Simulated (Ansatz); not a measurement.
`O=[CH][GaH2]` and `O=[C](O)[GaH2]` differ in one atom or group.

Ansatz, PBE0-D4/def2-TZVP geometries, multiplicity 1. Each molecule was computed in one conformer, which needn't be the lowest.

Scalar relativity is left out up to krypton.

```json
{"property": "HOMO–LUMO gap (PBE0/def2-TZVPP) / eV", "`O=[CH][GaH2]`": "4.83"}
{"property": "zero-point energy (PBE0-D4/def2-TZVP) / kJ/mol", "`O=[CH][GaH2]`": "79.4"}
{"property": "size of the dipole moment (B3LYP/def2-TZVPP) / D", "`O=[CH][GaH2]`": "2.29"}
{"property": "HOMO energy (ωB97M-V/def2-TZVPP) / eV", "`O=[CH][GaH2]`": "-8.90"}
{"property": "LUMO energy (PBE/def2-TZVPP) / eV", "`O=[CH][GaH2]`": "-2.63"}
{"property": "HOMO–LUMO gap (B3LYP/def2-TZVPP) / eV", "`O=[CH][GaH2]`": "4.35"}
```

(1) What does the change do to each property? (Best estimate.)

## Answers

(1) Ansatz gave: 
| property | `O=[C](O)[GaH2]` | shift |
| --- | --- | --- |
| HOMO–LUMO gap (PBE0/def2-TZVPP) / eV | 5.62 | 0.79 |
| zero-point energy (PBE0-D4/def2-TZVP) / kJ/mol | 96.3 | 16.9 |
| size of the dipole moment (B3LYP/def2-TZVPP) / D | 1.47 | -0.82 |
| HOMO energy (ωB97M-V/def2-TZVPP) / eV | -9.78 | -0.88 |
| LUMO energy (PBE/def2-TZVPP) / eV | -2.67 | -0.04 |
| HOMO–LUMO gap (B3LYP/def2-TZVPP) / eV | 5.12 | 0.77 |

The zero-point energy changes by 16.9 kJ/mol with +3 modes. Dipoles are sizes alone; their direction can turn.

B3LYP here is the variant with VWN-RPA as its local correlation; programs differ in this.
